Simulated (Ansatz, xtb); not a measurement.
## Relative energy of two isomers of C4H6F2S2

Structure I: `FC(F)[C@@H]1CSCS1`, a singlet. Structure II: `FC1(F)CCSSC1`, a singlet. Both are isolated molecules in the gas phase, relaxed with B3LYP-D3(BJ)/def2-SVP, each in the lowest conformer that the search found.

Question: Which of the two would you expect CCSD(T)/def2-SVP + ΔMP2/def2-TZVPP electronic energies to favour?

Answer: Structure II; the calculation gives E(II) − E(I) = −43.4 kJ/mol.

Level by level:

```
                             level               geometry  E(II) − E(I) (kJ/mol)  departure from the last row (kJ/mol)  job, with rough time for the two
                          GFN2-xTB               GFN2-xTB                   −88.6                                 −45.2              optimisation, 0.23 s
                         HF/STO-3G               GFN2-xTB                   −28.7                                 +14.7              single point, 0.54 s
                r2SCAN-D4/def2-SVP               GFN2-xTB                   −49.5                                  −6.1               single point, 5.6 s
             B3LYP-D3(BJ)/def2-SVP  B3LYP-D3(BJ)/def2-SVP                   −48.7                                  −5.2                optimisation, 39 s
                       HF/def2-SVP  B3LYP-D3(BJ)/def2-SVP                   −44.5                                  −1.1           part of the CCSD(T) run
                      MP2/def2-SVP  B3LYP-D3(BJ)/def2-SVP                   −35.0                                  +8.4           part of the CCSD(T) run
                  CCSD(T)/def2-SVP  B3LYP-D3(BJ)/def2-SVP                   −40.6                                  +2.8                      single point
CCSD(T)/def2-SVP + ΔMP2/def2-TZVPP  B3LYP-D3(BJ)/def2-SVP                   −43.4                                                   single point, 2.2 min
```

As drawn, II has 1 C–C, 1 S–S in place of 2 C–S. Structure I has a 5-membered ring, II a 6-membered ring.

The levels shown agree on the order. The largest departure from CCSD(T)/def2-SVP + ΔMP2/def2-TZVPP is that of GFN2-xTB, 45.2 kJ/mol. The last row adds to CCSD(T) the change of the MP2 difference between the two basis sets, here −2.8 kJ/mol.

With thermal terms from frequencies at re-optimised GFN2-xTB minima (ideal gas, soft modes damped towards free rotors, one conformer each, 298.15 K, 1 atm): on the last row, ΔE + ΔZPE = −40.7, ΔH = −41.5, ΔG = −37.6 kJ/mol.

The correlated steps freeze 16 core orbitals. Mirror images aren't counted in ΔG. Programs: Ansatz 0.2.0, xtb 6.7.1; the last row on 4 threads of Arm Neoverse V1 on a shared host.
